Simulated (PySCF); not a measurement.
**Working out the excitation energy of Be⁺**

Be⁺ [He] 2s1 (2S) → Be⁺ [He] 2p1 (2P). All numbers are calculated (PySCF 2.14, the spin-free X2C one-electron Hamiltonian (Gaussian nucleus), in x2c-TZVPPall (5s3p1d, 19 functions)). Frozen: nothing. Energies in hartree (1 hartree = 27.21139 eV):

```
             part  Be⁺ (lower)  Be⁺ (upper)
              UHF   -14.279502   -14.131683
MP2 opposite-spin    -0.027330    -0.027141
    MP2 same-spin    -0.000575    -0.000803
```

Problem. What does Hartree-Fock give?

Solution. (-14.131683) − (-14.279502) = 0.147819 hartree = 4.022 eV.

Problem. What do MP2 and SCS-MP2 (6/5 opposite-spin, 1/3 same-spin) give?

Solution. The opposite-spin parts differ by 0.005 eV and the same-spin parts by -0.006 eV. MP2: 4.022 + (0.005) + (-0.006) = 4.021 eV. SCS-MP2: 4.022 + 1.2 × (0.005) + (-0.006)/3 = 4.026 eV.

Measured between the centres of the two terms (NIST): 3.959 eV, so MP2 (valence and next inner shell) is off by 0.062 eV.

What remains against the reference includes basis incompleteness and correlation beyond second order.
